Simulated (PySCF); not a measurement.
Vertical excitations of a molecule C3H6BNO2 from TDDFT-PBE/def2-SVPD in PySCF, as energy in eV (oscillator strength): 3.69 (0.002), 5.19 (0.014), 5.44 (0.008), 5.71 (0.006), 5.93 (0.000), 6.30 (0.170), 6.43 (0.181), 6.61 (0.001), 6.79 (0.013), 6.82 (0.001). Lowest triplet (TDA): 2.98 eV. Geometry optimised at PBE-D3(BJ)/def2-SVP. Other conformers were not sampled.

Task: Which structure fits?
A) C/N=C1\COB1O
B) C=C=COB(N)O
C) COB(O)CC#N
D) N#CCB(O)CO

Result: A, C/N=C1\COB1O
